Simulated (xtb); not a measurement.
OSr, SMILES [Sr]=[O]. All values are semi-empirical tight-binding results from xtb (GFN2-xTB unless named), good for trends rather than for accurate numbers. Geometry optimised at GFN2-xTB.

Optimised geometry:

Bonds (Å): Sr1–O2 2.001.

For metal compounds this method's bond lengths and energies can be far off.

Computed properties:
- point group as xtb finds it: C∞v
- orbital gap: 1.15 eV

Question: Give the atomic charges and the Wiberg bond orders between heavy atoms. (Estimate from the structure and the level; the computed values follow.)

Answer: charges (e) Sr1 0.51, O2 -0.51. Bond orders Sr1–O2 1.90.
